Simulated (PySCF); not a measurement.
## Excitation energy of Cu by level of theory

Cu [Ar] 3d10 4s1 (2S) → Cu [Ar] 3d9 4s1 5s1 (4D), as a difference of total energies. Computed with PySCF 2.14 in x2c-TZVPPall with one added diffuse shell each of s, p, d, f type (7s6p5d3f1g, 80 functions), with the spin-free X2C one-electron Hamiltonian (Gaussian nucleus). Correlated levels: valence: [Ar] frozen; valence and next inner shell: [Ne] frozen. The calculations carry no spin-orbit coupling.

```csv
method,excitation energy (eV)
UHF,4.785
LDA,8.904
PBE,8.314
PBE0,7.610
r2SCAN,7.929
revPBE,8.193
PBEsol,8.469
MN15,8.641
M06-2X,7.286
MP2 (valence),8.465
SCS-MP2 (valence),8.074
MP2 (valence and next inner shell),9.082
SCS-MP2 (valence and next inner shell),8.546
```

**Question.** How much does correlation contribute at MP2 (valence and next inner shell)?

**Answer.** 9.082 − (4.785) = 4.297 eV, measured against UHF.

A first-order spin-orbit estimate (lowest level to lowest level, LS coupling) adds -0.103 eV.

The upper state lies above the first ionisation limit, but in LS coupling its spin forbids autoionisation to the ground ion. A Rydberg-like electron needs more diffuse functions than a valence basis has.

The promoted electron is Rydberg-like, and one or two diffuse shells describe it only roughly, which tends to raise the upper state.
